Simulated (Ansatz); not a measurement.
Species: ZnCl, net charge 1, singlet state. 
Coordinates optimised at B3LYP-D3(BJ)/def2-TZVP (Ansatz, an electronic-structure program):
```
Zn
Cl 1 2.0730
```
Charge +1, spin multiplicity 1.

Basis-set convergence of Hartree-Fock and CCSD(T) correlation energies (hartree) with Ansatz. Valence correlation only, unless marked. No spin-orbit coupling. Frozen are the shells of the preceding noble gas and the d and f shells that filled before the atom's block. Non-relativistic.

```
basis       functions        E(HF)  E(corr, CCSD(T))  rough core time
----------  ---------  -----------  ----------------  ---------------
def2-SVP           49  -2236.64906          -0.40983       under 20 s
def2-TZVPP        106  -2237.05169          -0.64368       under 20 s
def2-QZVPP        170  -2237.10777          -0.69484             27 s
```

Extrapolating the two largest sets (X = 3 and 4) as X^-3: E(corr) = (64·(-0.69484) - 27·(-0.64368))/37 = -0.7322 Eh, an estimate of the basis-set limit. The largest set recovers 94.9 % of it, the smallest 56.0 %.
